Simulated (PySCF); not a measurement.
Predicted microwave data (PBE0-D3(BJ)/def2-SVP geometry optimisation, gas phase (PySCF)) for one isomer of C8H21NSi:

- Rotational constants: A = 1197, B = 840.3, C = 708.8 MHz
- Dipole components: |μa| = 0.43 D, |μb| = 0.50 D, |μc| = 0.74 D
- Inertial defect: -310.73 u·Å²
- κ: -0.46

Task: Which structure is it? (One computed conformer of each.)
A. `[CH3:1][CH2:2][C:3]([CH3:4])([CH3:5])[N:6]([SiH3:7])[CH:8]([CH3:9])[CH3:10]` with C1–C2–C3–C4 -53°, C2–C3–N6–Si7 33°, C3–N6–C8–C9 124°
B. `[CH3:1][CH2:2][SiH2:3][N:4]([CH:5]([CH3:6])[CH3:7])[CH:8]([CH3:9])[CH3:10]` with C1–C2–Si3–N4 59°, C2–Si3–N4–C5 -120°, Si3–N4–C5–C6 -63°, Si3–N4–C8–C9 112°

Result: B. It is CC[SiH2]N(C(C)C)C(C)C, an asymmetric top, point group C1. The candidates at the same level (rigid rotor, commonest isotopes):

```json
{"SMILES": "CCC(C)(C)N([SiH3])C(C)C", "A (MHz)": "1357", "B (MHz)": "874.5", "C (MHz)": "779.0", "μa (D)": "0.30", "μb (D)": "1.33", "μc (D)": "0.06", "Δ (u·Å²)": "-301.60", "point group": "C1", "rotor": "asymmetric top"}
{"SMILES": "CC[SiH2]N(C(C)C)C(C)C", "A (MHz)": "1197", "B (MHz)": "840.3", "C (MHz)": "708.8", "μa (D)": "0.43", "μb (D)": "0.50", "μc (D)": "0.74", "Δ (u·Å²)": "-310.73", "point group": "C1", "rotor": "asymmetric top"}
```

`CCC(C)(C)N([SiH3])C(C)C` has A 13 % too high. No structure here is proved a minimum.
